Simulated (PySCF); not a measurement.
Se(OH)(GeH3) (GeH₄OSe), SMILES O[Se][GeH3]. Heavy atoms are numbered as in [Se:1]([OH:2])[GeH3:4]. Hydrogens are named by the atom that carries them.

Coordinates come from a PBE-D3(BJ)/def2-SVP optimisation. This is a generated structure with no PubChem entry under its InChIKey; it may be hypothetical. The values are those of a single conformer.

Calculation: PBE/pcSseg-1 (PySCF).

GIAO shieldings, no solvent; atoms alike by connectivity are averaged. δ = σ(ref) − σ: ⁷⁷Se against Me2Se (σ = 1634.8 ppm); ¹⁷O against H2O (σ = 334.3 ppm); ¹H against TMS (σ = 31.49 ppm); ⁷³Ge against GeH4 (σ = 1614.4 ppm), references at their B3LYP-D3(BJ)/def2-TZVP geometries, non-relativistic.

```csv
atoms,nucleus,count,δ (ppm)
Se1,⁷⁷Se,1,1143.4
O2 (OH),¹⁷O,1,-60.6
H on Ge4,¹H,3,?
H on O2,¹H,1,0.86
Ge4 (GeH3),⁷³Ge,1,?
```

Q: Complete the blanks. (Estimate from the structure and the level; the computed values follow.)

A: 
- H on Ge4, δ (ppm): 5.55
- Ge4 (GeH3), δ (ppm): 178.7
